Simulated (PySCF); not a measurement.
Mg(H)(OH) (H₂MgO), SMILES [OH][MgH]. Atoms are numbered in the order given.

```xyz
4

Mg     0.0000     0.0000    -0.6891
H      0.0000     0.0000    -2.3736
O      0.0000     0.0000     1.0770
H      0.0000     0.0000     2.0267
```

Geometry: B3LYP-D3(BJ)/def2-TZVPD.

The numbers are results of B3LYP/pcJ-2 (PySCF), not measurements.

Isotropic couplings with Fermi-contact, spin-dipole and both spin-orbit terms, one fixed conformer, no vibrational averaging. Isotopes: 1H.

Task: Estimate the spin–spin coupling constants. (The exact figures need the calculation; the answer reports its results.)

Result: 
| pair | bonds apart | J (Hz) |
|---|---|---|
| H2–H4 | 3 | 6.4 |
